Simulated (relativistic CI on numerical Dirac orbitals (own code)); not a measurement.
# What each ingredient does to the levels of Gd LXII

Base calculation: Dirac-Coulomb-Breit CI, orbitals from a KLI potential per configuration, model QED, unscaled Slater integrals.

Configuration list (outside the closed core 1s2): 2s, 2p, 3s, 3p, 3d, 4s, 4p, 4d, 4f, 5s, 5p, 5d, 5f, 5g. Levels of other configurations are missing.

Variants: (1) P86 correlation estimate; (2) one mean potential for all configurations. Shifts of the energy above 2s ²S1/2, in eV, for the lowest level and the first level of each name with at least 55 % of one term (blank where a level changes its place among those of its configuration and J or its character, or is not in the variant):

```csv
Level,Base,Δ(1),Δ(2)
2s ²S1/2,0.0,0.0,0.0
2p ²P°1/2,153.7,-0.3,+0.3
2p ²P°3/2,938.2,-0.3,+0.2
3s ²S1/2,8022.9,+0.5,-0.1
3p ²P°1/2,8064.9,+0.5,-0.1
3p ²P°3/2,8298.4,+0.5,-0.1
3d ²D3/2,8310.0,+0.6,-0.2
3d ²D5/2,8378.6,+0.6,-0.2
4s ²S1/2,10780.8,+0.9,-0.1
4p ²P°1/2,10797.9,+0.9,-0.1
4p ²P°3/2,10895.9,+0.9,-0.1
4d ²D3/2,10900.8,+1.0,-0.2
4d ²D5/2,10929.9,+1.0,-0.2
4f ²F°5/2,10930.1,+0.9,-0.2
```

At this charge energies of transitions that change n are usually good to better than 1 %, and those within a shell (Δn = 0) to a few per cent.

Ionisation energy from the two ground configurations alone: base 14223.5 eV. The NIST ASD value (theoretical) is 14224.6 eV.
